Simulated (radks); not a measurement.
Values are calculated unless marked as measured or tabulated.
Q: Species: Nb2+. Configuration: [Kr] 4d2 7s1 (not the ground configuration). Code: a radial shooting solver on a logarithmic mesh with Libxc functionals. Model: scalar-relativistic Kohn-Sham, PBE, spin-polarised, spherical densities, point nucleus; open shells are filled with parallel spins first (spin-orbit coupling, left out, can overturn this in heavy ions). Some entries of the table are withheld. Estimate them.

orbital  occ.  eigenvalue (hartree)  r(max) (bohr)
1s down     1             -692.2226        0.02349
1s up       1             -692.2224        0.02349
2s up       1             -97.71436         0.1332
2s down     1             -97.70576         0.1332
2p up       3             -87.35775         0.1064
2p down     3             -87.35141         0.1064
3s up       1             -17.15522         0.3955
3s down     1             -17.15062         0.3956
3p up       3             -13.77041         0.3893
3p down     3             -13.76526         0.3893
3d up       5              -8.24016         0.3345
3d down     5              -8.23211         0.3346
4s up       1              -3.16310            (1)
4s down     1              -3.11126            (2)
4p up       3              -2.27302          1.119
4p down     3              -2.21469          1.113
4d up       2              -1.02702          1.401
4d down     0              -0.96171          1.391
7s up       1              -0.21366          10.06

A: 
(1) 4s up r(max) (bohr): 1.030
(2) 4s down r(max) (bohr): 1.027
